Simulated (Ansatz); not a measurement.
A CCSD(T) single point on C₃H₅FTe, SMILES `C=C(F)[Te]C`.

```yaml
crystal:
  periodic: [false, false, false]
  atoms:
    - {symbol: C, position_ang: [-0.657707, 1.790628, 1.143361]}
    - {symbol: C, position_ang: [-0.108858, 0.612760, 0.898645]}
    - {symbol: F, position_ang: [1.169980, 0.381876, 1.236719]}
    - {symbol: Te, position_ang: [-1.099116, -1.055596, 0.099152]}
    - {symbol: C, position_ang: [0.452645, -1.516066, -1.296377]}
    - {symbol: H, position_ang: [-1.671105, 1.992768, 0.829168]}
    - {symbol: H, position_ang: [-0.098525, 2.563358, 1.658758]}
    - {symbol: H, position_ang: [0.509475, -0.741950, -2.057480]}
    - {symbol: H, position_ang: [0.193512, -2.471348, -1.750903]}
    - {symbol: H, position_ang: [1.392802, -1.607532, -0.758043]}
basis:
  gaussian: {orbitals: def2-TZVPP}
correlation: {method: ccsd_t}
```

```sh
$ ansatz run in.yaml --threads 4 --pin off --events-out ev --progress --plain --max-ram 10444MiB
```

The program prints (abridged):

```
Functional definition: HF
1643 factors; integrals over basis functions are off by at most 9.4e-4 eV
mean field evaluation 1: about -13139.4241 eV, gradient 3.5e1 eV
mean field evaluation 2: about -13139.6950 eV, gradient 3.6e1 eV
mean field evaluation 4: about -13142.9641 eV, gradient 4.3e0 eV
mean field evaluation 8: about -13143.0419 eV, gradient 4.4e-1 eV
mean field evaluation 16: about -13143.0433 eV, gradient 1.3e-6 eV
mean field -13143.04333431 eV, -482.9979338613 hartree, gradient 1.3e-6 eV, S^2 0.000000; 0 other end points of the search recorded, 0 dependent functions left out
8 core orbitals not correlated: weight in the atoms' cores, before any rotation towards them, 1.000 or more for the frozen orbitals, at most 0.000 for the correlated occupied ones
reference -13143.04333431 eV, -482.9979338613 hartree; 20, 20 occupied and 216, 216 virtual orbitals, 1643 factors
second order -33.00120204 eV of doubles, -0.00000000 eV of singles
cycle   1  -32.12609095 eV  change    8.8e-1 eV  update   1.2e-1
cycle   2  -32.91051275 eV  change   -7.8e-1 eV  update   3.8e-2
cycle   3  -33.06996421 eV  change   -1.6e-1 eV  update   1.9e-2
cycle   4  -33.05009664 eV  change    2.0e-2 eV  update   5.3e-3
cycle   5  -33.04741220 eV  change    2.7e-3 eV  update   2.5e-3
cycle   6  -33.04988230 eV  change   -2.5e-3 eV  update   7.5e-4
cycle   7  -33.04965244 eV  change    2.3e-4 eV  update   3.2e-4
cycle   8  -33.04935619 eV  change    3.0e-4 eV  update   1.2e-4
cycle   9  -33.04937627 eV  change   -2.0e-5 eV  update   5.5e-5
cycle  10  -33.04940721 eV  change   -3.1e-5 eV  update   2.1e-5
perturbative correction -1.18296202 eV, -0.0434730523 hartree
Total energy: -13177.27570354 eV, -484.2559502267 hartree
```

Hardware: 4 threads of an Arm Neoverse V1 on a shared host. Wall time 4.4 min, peak host memory 5.7 GiB.

Correlation energy per correlated electron: -0.856 eV. T1 diagnostic: 0.0119.
